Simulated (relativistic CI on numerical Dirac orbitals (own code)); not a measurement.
# Racah parameters of the free ion Cu IV from its measured terms

Problem. The configuration 3p6 3d8 of Cu IV has the measured levels 3F: 3077.6 (J = 2), 1861.4 (J = 3), 0.0 (J = 4); 3P: 20422.6 (J = 0), 20096.6 (J = 1), 19696.6 (J = 2); 1D: 16248.0 (J = 2) cm⁻¹ (Sugar and Musgrove, J. Phys. Chem. Ref. Data 19, 527 (1990)). Find B and C, and predict the term 1G.

Working.
1. Centres of gravity, weighted by 2J + 1: 3F 1353.2, 3P 19910.6, 1D 16248.0 cm⁻¹.
2. 3P − 3F = 15B gives B = 18557.4/15 = 1237 cm⁻¹.
3. 1D − 3F = 5B + 2C gives C = (14894.8 − 6185.8)/2 = 4354 cm⁻¹, and C/B = 3.52.
4. 1G − 3F = 12B + 2C = 23555 cm⁻¹.

Check. The measured centre of 1G lies 25560 cm⁻¹ above that of 3F, so the two-parameter theory misses by -2005 cm⁻¹; fits add the Trees term αL(L + 1) for such residues. In a CI calculation the 3P level holds 19 % of 3p6 3d8 1D, a mixing that shifts it and so biases the parameters. The calculated radial integrals (Dirac-KLI orbitals, unscaled: F² = 111571, F⁴ = 69613 cm⁻¹) give B = F²/49 − 5F⁴/441 = 1488 and C = 35F⁴/441 = 5525 cm⁻¹, so the measured B is 83 % and C 79 % of them. A complex lowers B further; the nephelauxetic ratio is taken against the free-ion value found here.
